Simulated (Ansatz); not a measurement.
Consider the redistribution: `[SiH3][CH]1[CH2][GaH]1` + `C[SiH](O)S` → `O[SiH]([SiH3])S` + `C[CH]1[CH2][GaH]1`.

Isolated molecules relaxed with PBE0-D4/def2-TZVP in Ansatz; ΔE leaves out vibrations. CCSD(T)/CBS adds triple-zeta CCSD(T) − MP2 to the extrapolated MP2 energy (def2 sets, frozen cores). DFT in def2-TZVPP. For Ga outer-core shells are correlated without core-valence functions, which leaves a few kJ/mol of doubt a bond. Scalar relativity is left out up to krypton. One conformer a species, not always the lowest.

`[SiH3][CH]1[CH2][GaH]1`:

Z-matrix (Å, degrees):
```
Si
Ga 1 2.985
C 1 1.848 2 58.1
H 1 1.490 2 133.1 3 -92.1
H 1 1.529 2 47.3 3 -157.4
H 1 1.480 2 115.1 3 104.8
C 2 2.379 1 60.9 3 30.3
H 2 1.667 1 59.3 3 -85.3
H 3 1.084 1 121.5 2 109.0
H 7 1.087 2 107.5 1 -156.7
H 7 1.086 2 94.7 1 85.1
```

`C[SiH](O)S`:

```xyz
10

C     0.241   -1.020   -0.897
Si   -0.232    0.569   -0.071
O     1.183    1.277    0.382
S    -1.555    0.289    1.589
H    -0.645   -1.538   -1.269
H     0.911   -0.823   -1.738
H     0.759   -1.679   -0.198
H    -1.030    1.454   -0.960
H     1.118    2.053    0.941
H    -0.750   -0.582    2.222
```

`O[SiH]([SiH3])S`:

Cartesian coordinates in Å:
```
O 1.704 0.021 -0.901
Si 0.289 -0.510 -0.245
Si -0.411 1.152 1.238
S -1.254 -0.792 -1.712
H 2.031 -0.433 -1.680
H 0.464 -1.839 0.403
H -1.544 0.631 2.048
H -0.869 2.341 0.471
H 0.694 1.555 2.148
H -1.105 -2.125 -1.769
```

`C[CH]1[CH2][GaH]1`:

```xyz
11

C    -0.303   -0.824    1.164
C     0.509   -0.130    0.102
C    -0.013    1.237   -0.433
Ga    0.148   -0.125   -1.813
H     0.051   -1.843    1.343
H    -0.254   -0.278    2.115
H    -1.360   -0.892    0.891
H     1.572   -0.098    0.344
H    -1.021    1.494   -0.107
H     0.655    2.091   -0.351
H     0.017   -0.633   -3.257
```

```json
{"level": "r2SCAN-D4", "ΔE (kJ/mol)": "121.0", "difference from CCSD(T)/CBS": "2.1"}
{"level": "PBE0-D4", "ΔE (kJ/mol)": "111.2", "difference from CCSD(T)/CBS": "-7.7"}
{"level": "r2SCAN", "ΔE (kJ/mol)": "120.3", "difference from CCSD(T)/CBS": "1.4"}
{"level": "PBE0", "ΔE (kJ/mol)": "108.2", "difference from CCSD(T)/CBS": "-10.7"}
{"level": "MP2/def2-TZVPP", "ΔE (kJ/mol)": "104.2", "difference from CCSD(T)/CBS": "-14.7"}
{"level": "CCSD/def2-TZVPP", "ΔE (kJ/mol)": "104.5", "difference from CCSD(T)/CBS": "-14.4"}
{"level": "HF/def2-QZVPP", "ΔE (kJ/mol)": "105.9", "difference from CCSD(T)/CBS": "-13.0"}
{"level": "SCS-MP2/def2-QZVPP", "ΔE (kJ/mol)": "107.9", "difference from CCSD(T)/CBS": "-11.0"}
{"level": "HF/CBS(def2)", "ΔE (kJ/mol)": "105.9", "difference from CCSD(T)/CBS": "-13.0"}
{"level": "MP2/CBS(def2)", "ΔE (kJ/mol)": "112.6", "difference from CCSD(T)/CBS": "-6.3"}
{"level": "CCSD(T)/CBS", "ΔE (kJ/mol)": "118.9", "difference from CCSD(T)/CBS": "0"}
```

Largest T1 diagnostic among the species: 0.017.

From PBE to PBE0 (25 % exact exchange), in def2-TZVPP and without D4, ΔE moves by −10.0 kJ/mol. The D4 term adds +6.4 kJ/mol with B3LYP and +3.0 kJ/mol with PBE0; it sums over pairs of atoms, weighted by their polarisabilities, and B3LYP, whose exchange is more repulsive, gets the larger term.

B3LYP here is the variant with VWN-RPA as its local correlation; programs differ in this.
